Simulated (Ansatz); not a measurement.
# BClF2 (chlorodifluoroborane): methods side by side

BClF2 has 4 atoms, charge 0, and is taken as a singlet. SMILES: `FB(F)Cl`. The coordinates come from a PBE0-D4/def2-TZVP relaxation.

```xyz
4

F    -0.1737   -1.2543   -0.5463
B    -0.0671   -0.0413   -0.0620
F    -1.0116    0.8301   -0.3177
Cl    1.3079    0.4053    0.9057
```

Each level gives the energy change with the F1–B2 bond stretched from 1.310 to 2.621 Å (eV). The values are calculated.

```json
{"level": "HF/STO-3G (restricted)", "kind": "Hartree–Fock", "program": "Ansatz", "value (eV)": "10.14", "less FCI/STO-3G": "+4.29", "CPU time (all runs)": "0.42 s"}
{"level": "SVWN5/STO-3G (restricted)", "kind": "LDA", "program": "Ansatz", "value (eV)": "8.03", "less FCI/STO-3G": "+2.18", "CPU time (all runs)": "1.8 s"}
{"level": "PBE/STO-3G (restricted)", "kind": "GGA", "program": "Ansatz", "value (eV)": "7.37", "less FCI/STO-3G": "+1.52", "CPU time (all runs)": "2.6 s"}
{"level": "r2SCAN/STO-3G (restricted)", "kind": "meta-GGA", "program": "Ansatz", "value (eV)": "7.73", "less FCI/STO-3G": "+1.88", "CPU time (all runs)": "6.2 s"}
{"level": "BHLYP/STO-3G (restricted)", "kind": "global hybrid", "program": "Ansatz", "value (eV)": "8.88", "less FCI/STO-3G": "+3.03", "CPU time (all runs)": "2.5 s"}
{"level": "HSE06/STO-3G (restricted)", "kind": "range-separated hybrid", "program": "Ansatz", "value (eV)": "8.17", "less FCI/STO-3G": "+2.32", "CPU time (all runs)": "3.1 s"}
{"level": "B2PLYP/STO-3G (restricted)", "kind": "double hybrid", "program": "Ansatz", "value (eV)": "7.75", "less FCI/STO-3G": "+1.90", "CPU time (all runs)": "3.8 s"}
{"level": "BCCD(T)/STO-3G (restricted)", "kind": "coupled cluster or CI", "program": "Ansatz", "value (eV)": "5.82", "less FCI/STO-3G": "-0.03", "CPU time (all runs)": "0.68 s"}
{"level": "FCI/STO-3G", "kind": "exact in the basis", "program": "Ansatz", "value (eV)": "5.85", "less FCI/STO-3G": "0.00", "CPU time (all runs)": "33 s"}
```

FCI/STO-3G is exact within its basis and frozen core, so for wave-function methods in that basis the difference is their error; functionals converge differently with the basis, so for them it is only a difference. Spin-restricted single references rise too steeply as a bond breaks, Hartree–Fock most of all. Perturbation and coupled-cluster corrections on them can overshoot downwards. The first shape isn't each level's own minimum. The values span 5.82 to 10.14 eV. All rows use very small basis sets, so even the best lies far from the true value. Times are those of the runs behind each value, whatever else they computed, on shared processors of several kinds: orders of magnitude only.
